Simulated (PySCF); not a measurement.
# Electron correlation in He (helium, neutral)

1s2, closed-shell 1S. Computed with PySCF 2.14 in def2-TZVP, with the non-relativistic Hamiltonian (point nucleus). Frozen: nothing; 2 electrons correlated.

Total MP2 correlation energy: -26.71 mhartree.

Same-spin part 0.00 and opposite-spin part -26.71 mhartree; SCS-MP2 scales them by 1/3 and 6/5 to -32.05 mhartree.

With two correlated electrons CCSD is exact within the correlated space (frozen core and kept virtual orbitals).

```json
{"level": "CCSD", "correlation energy (mhartree)": "-33.06"}
```

Diagnostics: T1 = 0.0022, D1 = 0.0031, largest double amplitude 0.056.

Cost of the coupled-cluster step: 0.02 s of wall time on 1 thread of Neoverse-V2 (shared host), for 2 correlated electrons.

Iterations:

```
CC2 = 0
CCSD nocc = 1, nmo = 6
frozen orbitals []
max_cycle = 100
direct = 0
conv_tol = 1e-08
conv_tol_normt = 1e-06
diis_space = 8
diis_start_cycle = 0
Init t2, MP2 energy = -2.8866025373405  E_corr(MP2) -0.0267071116566265
Init E_corr(CCSD) = -0.0267071116570971
cycle = 1  E_corr(CCSD) = -0.0317521586183304  dE = -0.00504504696  norm(t1,t2) = 0.0141243
cycle = 2  E_corr(CCSD) = -0.0327694219761906  dE = -0.00101726336  norm(t1,t2) = 0.00335685
cycle = 3  E_corr(CCSD) = -0.0330698762425611  dE = -0.000300454266  norm(t1,t2) = 0.000930496
cycle = 4  E_corr(CCSD) = -0.0330621698532735  dE = 7.70638929e-06  norm(t1,t2) = 8.44643e-05
cycle = 5  E_corr(CCSD) = -0.0330620985690513  dE = 7.12842222e-08  norm(t1,t2) = 1.21596e-06
cycle = 6  E_corr(CCSD) = -0.033062098599836  dE = -3.07846734e-11  norm(t1,t2) = 6.73698e-08
CCSD converged
E(CCSD) = -2.892957524283711  E_corr = -0.03306209859983597
```
